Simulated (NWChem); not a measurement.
System: C$_{2}$H$_{4}$FNOSi; SMILES C[Si@@H](F)OC#N

Parts of the log:

```
             Northwest Computational Chemistry Package (NWChem) 7.3.0
             --------------------------------------------------------

                             Geometry "geometry" -> ""
                             -------------------------

 Output coordinates in angstroms (scale by  1.889725989 to convert to a.u.)

  No.       Tag          Charge          X              Y              Z
 ---- ---------------- ---------- -------------- -------------- --------------
    1 C                    6.0000     1.15028200     2.01732800    -0.25400900
    2 Si                  14.0000    -0.06552600     0.73613300     0.29403300
    3 F                    9.0000    -1.53342600     0.99577400    -0.36326400
    4 O                    8.0000     0.52074200    -0.74395400    -0.37471100
    5 C                    6.0000     0.14111300    -1.93388300    -0.04450000
    6 N                    7.0000    -0.16994200    -3.03525400     0.23047700
    7 H                    1.0000     0.83928900     3.02360800     0.09084900
    8 H                    1.0000     1.21913500     2.03060900    -1.36019900
    9 H                    1.0000     2.15578900     1.79935200     0.15836700
   10 H                    1.0000    -0.24594500     0.52250500     1.75834900

 Effective nuclear repulsion energy (a.u.)     281.0120934212

  pbe96 is a nonlocal functional; adding pw91lda local functional.

                                 NWChem DFT Module
                                 -----------------

 Summary of "ao basis" -> "ao basis" (spherical)
 ------------------------------------------------------------------------------
       Tag                 Description            Shells   Functions and Types
 ---------------- ------------------------------  ------  ---------------------
 C                          def2-svp                 6       14   3s2p1d
 Si                         def2-svp                 8       18   4s3p1d
 F                          def2-svp                 6       14   3s2p1d
 O                          def2-svp                 6       14   3s2p1d
 N                          def2-svp                 6       14   3s2p1d
 H                          def2-svp                 3        5   2s1p

 in cosmo_initialize ...
 calling solv_data for solv:chcl3

 solvent parameters
 solvname_short: chcl3
 solvname_long:  chloroform
 dielec:        4.7113
 dielecinf:     2.0906
 nonaqueous SMD model solvent descriptors
 dielec:        4.7113
 sola:          0.1500
 solb:          0.0200
 solc:          0.0000
 solg:         38.3900
 solh:          0.7500
 soln:          1.4459

          ---------------
          -cosmo- solvent
          ---------------
 Cosmo: York-Karplus, doi: 10.1021/jp992097l
 dielectric constant -eps-     =   4.71
 screen = (eps-1)/(eps    )    =   0.78774
 surface charge correction     = lagrangian

   van der Waals surface
 --------------------------

 ---------- ATOMIC COORDINATES (A.U.) ------------ VDWR(ANG.) --
     1    2.17371779    3.81219715   -0.48000741     1.850
     2   -0.12382619    1.39108966    0.55564180     2.470
     3   -2.89775496    1.88174001   -0.68646942     1.730
     4    0.98405969   -1.40586921   -0.70810111     2.024
     5    0.26666490   -3.65450896   -0.08409281     1.850
     6   -0.32114381   -5.73579837    0.43553838     1.890
     7    1.58602624    5.71379062    0.17167972     1.200
     8    2.30383109    3.83729460   -2.57040340     1.200
     9    4.07385050    3.40028224    0.29927024     1.200
    10   -0.46476866    0.98739128    3.32279780     1.200
 number of segments per atom =        128
 number of   points per atom =        128
 atom (   nspa,  nppa )
 ----------------------
    1 (     40,     0 )       0
    2 (     58,     0 )       0
    3 (     66,     0 )       0
    4 (     51,     0 )       0
    5 (     41,     0 )       0
    6 (     93,     0 )       0
    7 (     53,     0 )       0
    8 (     53,     0 )       0
    9 (     53,     0 )       0
   10 (     31,     0 )       0
 number of -cosmo- surface points =      539
 molecular surface =    138.009 angstrom**2
 molecular volume  =    123.687 angstrom**3
 -lineq- algorithm             =   0
 -bem- low  level              =   3
 -bem- from -octahedral-
 gaussian surface charge width =   4.50000
 degree of switching           =   1.00000
 switching function tolerance  =   0.00010
 atomic radii =
 --------------
    1  6.000  1.850
    2 14.000  2.470
    3  9.000  1.730
    4  8.000  2.024
    5  6.000  1.850
    6  7.000  1.890
    7  1.000  1.200
    8  1.000  1.200
    9  1.000  1.200
   10  1.000  1.200
 ...... end of -cosmo- initialization ......

 nat:                    10
 ixmem:                  5529
 calling mnsol_interface()
 G(SMD-CDS) energy (kcal/mol)  =     2.220
 SMD-CDS SASA (angstrom**2)    =   157.487

            General Information
            -------------------
          SCF calculation type: DFT
          Wavefunction type:  closed shell.
          No. of atoms     :    10
          No. of electrons :    54
           Alpha electrons :    27
            Beta electrons :    27
          Charge           :     0
          Spin multiplicity:     1
          Use of symmetry is: off; symmetry adaption is: off
          Maximum number of iterations: 150
          AO basis - number of functions:   108
                     number of shells:    50
          Convergence on energy requested:  1.00D-06
          Convergence on density requested:  1.00D-05
          Convergence on gradient requested:  5.00D-04

              XC Information
              --------------
          PerdewBurkeErnzerhof Exchange Functional  1.000
            Perdew 1991 LDA Correlation Functional  1.000 local
           PerdewBurkeErnz. Correlation Functional  1.000 non-local

             Grid Information
             ----------------
          Grid used for XC integration:  medium
          Radial quadrature: Mura-Knowles
          Angular quadrature: Lebedev.
          Tag              B.-S. Rad. Rad. Pts. Rad. Cut. Ang. Pts.
          ---              ---------- --------- --------- ---------
          C                   0.70       49          12.0       434
          Si                  1.10       88           9.0       590
          F                   0.50       49          10.0       434
          O                   0.60       49          10.0       434
          N                   0.65       49          14.0       434
          H                   0.35       45          13.0       434
          Grid pruning is: on
          Number of quadrature shells:   513
          Spatial weights used:  Erf1

      Superposition of Atomic Density Guess
      -------------------------------------

 Sum of atomic energies:        -594.21312826

      Non-variational initial energy
      ------------------------------

 Total energy =    -596.484209
 1-e energy   =   -1377.961170
 2-e energy   =     500.464868
 HOMO         =      -0.383741
 LUMO         =       0.069006

   convergence    iter        energy       DeltaE   RMS-Dens  Diis-err
 ---------------- ----- ----------------- --------- --------- ---------
     COSMO gas phase
 d= 0,ls=0.0,diis     1   -597.0070265277 -8.78D+02  2.44D-02  1.48D+00
 d= 0,ls=0.0,diis     2   -595.9320187089  1.08D+00  1.89D-02  1.07D+01
 d= 0,ls=0.0,diis     3   -597.1513804104 -1.22D+00  4.36D-03  4.07D-01
 d= 0,ls=0.0,diis     4   -597.1806568692 -2.93D-02  1.89D-03  1.40D-01
 d= 0,ls=0.0,diis     5   -597.1934221375 -1.28D-02  5.50D-04  4.68D-03
  Resetting Diis
 d= 0,ls=0.0,diis     6   -597.1938165734 -3.94D-04  1.73D-04  8.05D-04
 d= 0,ls=0.0,diis     7   -597.1938911230 -7.45D-05  1.35D-04  7.36D-05
 d= 0,ls=0.0,diis     8   -597.1938596583  3.15D-05  9.94D-05  3.88D-04
 d= 0,ls=0.0,diis     9   -597.1938955093 -3.59D-05  2.82D-05  2.83D-05
 d= 0,ls=0.0,diis    10   -597.1938986104 -3.10D-06  6.81D-06  1.37D-06
 d= 0,ls=0.0,diis    11   -597.1938987526 -1.42D-07  4.26D-07  1.93D-09

   convergence    iter        energy       DeltaE   RMS-Dens  Diis-err
 ---------------- ----- ----------------- --------- --------- ---------
     COSMO solvation phase
 d= 0,ls=0.0,diis     1   -597.1991104801 -5.21D-03  1.71D-03  3.65D-03
 d= 0,ls=0.0,diis     2   -597.1974086283  1.70D-03  6.98D-04  2.53D-02
 d= 0,ls=0.0,diis     3   -597.2003176532 -2.91D-03  1.91D-04  2.22D-04
 d= 0,ls=0.0,diis     4   -597.2003271235 -9.47D-06  8.65D-05  2.42D-04
 d= 0,ls=0.0,diis     5   -597.2003489520 -2.18D-05  2.10D-05  1.14D-05
 d= 0,ls=0.0,diis     6   -597.2003499009 -9.49D-07  6.25D-06  7.15D-07

         Total DFT energy =     -597.200349900872
      One electron energy =    -1380.369324193076
           Coulomb energy =      561.135613394270
    Exchange-Corr. energy =      -58.667550186248
 Nuclear repulsion energy =      281.012093421233

             COSMO energy =       -0.311182337051

 Numeric. integr. density =       53.999999359247

                                COSMO-SMD solvation results
                                ---------------------------

             internal energy in gas <Psi(g)|H|Psi(g)> =      -597.193898752564
         internal energy in solvent <Psi(s)|H|Psi(s)> =      -597.192458382072
                               delta internal energy  =         0.001440370492 (    0.90 kcal/mol)
   total free energy in solvent <Psi(s)|H+V/2|Psi(s)> =      -597.203887533805
 polarization energy contribution <Psi(s)|V/2|Psi(s)> =        -0.011429151733 (   -7.17 kcal/mol)
    total free energy in solvent including G(SMD-CDS) =      -597.200349900872
                       G(SMD-CDS) energy contribution =         0.003537632933 (    2.22 kcal/mol)
     1 M fixed-concentration free energy of solvation =        -0.006451148308 (   -4.05 kcal/mol)

                       DFT Final Molecular Orbital Analysis
                       ------------------------------------

 Vector   25  Occ=2.000000D+00  E=-3.043187D-01
              MO Center=  2.3D-01,  1.1D+00,  2.8D-01, r^2= 3.6D+00
   Bfn.  Coefficient  Atom+Function         Bfn.  Coefficient  Atom+Function
  ----- ------------  ---------------      ----- ------------  ---------------
   104      0.269398  10 H  s                 4      0.239022   1 C  px
     5      0.235612   1 C  py              105      0.187346  10 H  s
    38      0.183155   3 F  pz               24      0.173911   2 Si pz
     3     -0.162807   1 C  s                 8      0.155791   1 C  py
    23     -0.154857   2 Si py               37     -0.148983   3 F  py

 Vector   26  Occ=2.000000D+00  E=-2.791643D-01
              MO Center=  6.0D-02, -2.1D+00,  5.6D-02, r^2= 2.2D+00
   Bfn.  Coefficient  Atom+Function         Bfn.  Coefficient  Atom+Function
  ----- ------------  ---------------      ----- ------------  ---------------
    78      0.292780   6 N  px               80     -0.280270   6 N  pz
    50      0.223593   4 O  px               64     -0.223243   5 C  px
    52     -0.218316   4 O  pz               66      0.212061   5 C  pz
    81     -0.185065   6 N  px               83      0.178070   6 N  pz
    53      0.173628   4 O  px               55     -0.167788   4 O  pz

 Vector   27  Occ=2.000000D+00  E=-2.706644D-01
              MO Center=  5.9D-02, -2.1D+00,  2.6D-02, r^2= 2.1D+00
   Bfn.  Coefficient  Atom+Function         Bfn.  Coefficient  Atom+Function
  ----- ------------  ---------------      ----- ------------  ---------------
    80      0.318545   6 N  pz               78      0.310406   6 N  px
    52      0.258711   4 O  pz               50      0.242481   4 O  px
    66     -0.212943   5 C  pz               64     -0.208029   5 C  px
    83     -0.206217   6 N  pz               55      0.202846   4 O  pz
    81     -0.202021   6 N  px               53      0.190332   4 O  px

 Vector   28  Occ=0.000000D+00  E=-9.668968D-03
              MO Center=  4.6D-02, -2.6D-02,  2.1D-01, r^2= 4.3D+00
   Bfn.  Coefficient  Atom+Function         Bfn.  Coefficient  Atom+Function
  ----- ------------  ---------------      ----- ------------  ---------------
    26      0.825653   2 Si py               63     -0.809113   5 C  s
    77      0.690405   6 N  s                49      0.522169   4 O  s
    68      0.444128   5 C  py               18     -0.333699   2 Si s
    48      0.276301   4 O  s                23      0.267014   2 Si py
    82      0.253769   6 N  py               27      0.215657   2 Si pz

 Vector   29  Occ=0.000000D+00  E=-7.421302D-04
              MO Center= -6.3D-02, -1.5D-01,  2.5D-01, r^2= 4.6D+00
   Bfn.  Coefficient  Atom+Function         Bfn.  Coefficient  Atom+Function
  ----- ------------  ---------------      ----- ------------  ---------------
    25      0.766154   2 Si px               35      0.392255   3 F  s
    27      0.381870   2 Si pz               63     -0.336942   5 C  s
    69     -0.303520   5 C  pz               66     -0.265212   5 C  pz
    83      0.257098   6 N  pz               22      0.246046   2 Si px
    80     -0.230326   6 N  pz              100     -0.215620   9 H  s

 Vector   30  Occ=0.000000D+00  E= 1.095928D-02
              MO Center= -2.0D-03, -1.6D+00,  1.4D-01, r^2= 3.8D+00
   Bfn.  Coefficient  Atom+Function         Bfn.  Coefficient  Atom+Function
  ----- ------------  ---------------      ----- ------------  ---------------
    17      0.498129   2 Si s                 3     -0.386267   1 C  s
    64      0.381347   5 C  px               67      0.380718   5 C  px
    81     -0.358629   6 N  px               78      0.315685   6 N  px
    18      0.292655   2 Si s               105     -0.279145  10 H  s
    69     -0.276843   5 C  pz               66     -0.260478   5 C  pz

     Multipole analysis of the density
     ---------------------------------

     L   x y z        total         alpha         beta         nuclear
     -   - - -        -----         -----         ----         -------
     0   0 0 0     -0.000000    -27.000000    -27.000000     54.000000

     1   1 0 0      0.879096      0.463375      0.463375     -0.047655
     1   0 1 0      2.377392      1.239566      1.239566     -0.101739
     1   0 0 1      0.135052      1.655794      1.655794     -3.176537

     2   2 0 0    -30.886462    -84.277619    -84.277619    137.668777
     2   1 1 0      1.017438    -12.245382    -12.245382     25.508202
     2   1 0 1     -0.290392      0.846530      0.846530     -1.983452
     2   0 2 0    -39.379437   -285.842995   -285.842995    532.306553
     2   0 1 1      1.608880     12.827953     12.827953    -24.047027
     2   0 0 2    -29.680003    -31.387238    -31.387238     33.094473
```

Level: PBE/def2-SVP, SMD on the gas-phase geometry. The geometry was optimised at PBE-D3(BJ)/def2-SVP. Solvent: chloroform.

Q: Reconstruct the input file.

A: One answer among several that fit: the input that was run:
```
start job
memory heap 200 mb stack 900 mb global 1100 mb
geometry units angstroms noautosym nocenter noautoz
  C      1.150282     2.017328    -0.254009
  Si    -0.065526     0.736133     0.294033
  F     -1.533426     0.995774    -0.363264
  O      0.520742    -0.743954    -0.374711
  C      0.141113    -1.933883    -0.044500
  N     -0.169942    -3.035254     0.230477
  H      0.839289     3.023608     0.090849
  H      1.219135     2.030609    -1.360199
  H      2.155789     1.799352     0.158367
  H     -0.245945     0.522505     1.758349
end
basis spherical
  C library def2-svp
  Si library def2-svp
  F library def2-svp
  O library def2-svp
  N library def2-svp
  H library def2-svp
end
dft
  xc xpbe96 cpbe96
  iterations 150
end
cosmo
  do_cosmo_smd true
  solvent chcl3
end
task dft energy
```
